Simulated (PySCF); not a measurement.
The dipole of `[SiH3]/C=C/[SiH2]C1CC1` from its density and from atomic charges.

Coordinates (GFN2-xTB, Å) and charges (e) from the PBE0/pcSseg-1 density (PySCF):

```csv
atom,x,y,z,Mulliken,IAO,Hirshfeld,ESP-fitted
Si1,3.562,0.541,0.225,+0.5459,+0.6074,+0.3124,+0.3853
C2,1.729,0.127,0.140,-0.4095,-0.3985,-0.1294,-0.2358
C3,1.199,-0.979,-0.380,-0.4110,-0.4001,-0.1310,-0.2732
Si4,-0.640,-1.380,-0.467,+0.7667,+0.7651,+0.3379,+0.2872
C5,-1.609,-0.129,0.553,-0.5567,-0.4222,-0.1314,-0.1239
C6,-1.988,1.201,-0.037,-0.2132,-0.2839,-0.0867,-0.2164
C7,-3.041,0.174,0.213,-0.1961,-0.2795,-0.0871,-0.4278
H8,4.349,-0.556,-0.343,-0.0999,-0.1191,-0.0743,-0.0934
H9,3.938,0.753,1.626,-0.0891,-0.1202,-0.0777,-0.0949
H10,3.811,1.775,-0.529,-0.0880,-0.1199,-0.0774,-0.0960
H11,1.048,0.863,0.555,+0.1400,+0.1454,+0.0379,+0.1231
H12,1.872,-1.720,-0.798,+0.1190,+0.1424,+0.0371,+0.1636
H13,-0.881,-2.731,0.062,-0.0885,-0.1271,-0.0819,-0.0822
H14,-1.090,-1.320,-1.866,-0.0952,-0.1286,-0.0785,-0.0491
H15,-1.379,-0.109,1.613,+0.1478,+0.1521,+0.0442,+0.1325
H16,-1.710,1.407,-1.061,+0.1351,+0.1443,+0.0451,+0.1239
H17,-1.961,2.076,0.597,+0.1307,+0.1487,+0.0480,+0.1266
H18,-3.738,0.339,1.022,+0.1312,+0.1498,+0.0485,+0.1761
H19,-3.481,-0.322,-0.638,+0.1308,+0.1438,+0.0447,+0.1743
```

**Question.** Form Σ q r in debye for every column and set it beside the full dipole.

**Answer.** The full density gives (-0.50, 0.40, 0.28) D, 0.70 D in size; dipole vectors point from the negative to the positive end.

| scheme | μx | μy | μz | size (D) | share of the full size (%) | angle to the full dipole (°) |
| --- | --- | --- | --- | --- | --- | --- |
| Mulliken | -0.18 | -0.33 | -0.79 | 0.87 | 125 | 115 |
| IAO | 0.06 | -0.30 | -0.27 | 0.41 | 59 | 142 |
| Hirshfeld | -0.30 | 0.07 | 0.01 | 0.30 | 44 | 33 |
| ESP-fitted | -0.52 | 0.39 | 0.24 | 0.70 | 100 | 3 |

**Question.** Which set comes closest?

**Answer.** Length of the difference vector: ESP-fitted 0.04 D, Hirshfeld 0.47 D, IAO 1.05 D, Mulliken 1.33 D. Closest: ESP-fitted. ESP charges are fitted to the potential around the molecule, whose slowest-falling term is the dipole's. 

**Question.** What is left for the Hirshfeld atoms' own dipoles?

**Answer.** The shares of the density sum to the whole, so what Σ q r misses lies in dipoles about the nuclei. The atomic dipoles sum to (-0.50, 0.40, 0.28) − (-0.30, 0.07, 0.01) = (-0.20, 0.33, 0.27) D, 0.47 D in size.

**Question.** With the origin at the mean of the coordinates, (-0.001, 0.000, 0.026) Å, which are the largest single terms, by size, of the IAO dipole along the direction of the full one?

**Answer.** Si1 -6.38, C7 -3.18, C3 +3.04, C6 -2.85, C5 -2.63 D; all 19 atoms together -0.32 D. The single terms depend on the origin, their sum doesn't.

**Question.** Give the size of the full dipole in other units.

**Answer.** 0.70 D = 0.275 au = 0.145 e·Å = 2.33 × 10⁻³⁰ C·m.

Geometry: GFN2-xTB, one conformer, isolated molecule.

The run behind these numbers computed NMR shieldings as well. The run took 57 s on an Arm Neoverse N1 with one thread (shared host), and the process peaked at 0.85 GiB of memory.

The values belong to the conformer `[SiH3:1]/[CH:2]=[CH:3]/[SiH2:4][CH:5]1[CH2:6][CH2:7]1`: C2–C3–Si4–C5 -10°, C3–Si4–C5–C6 83°.
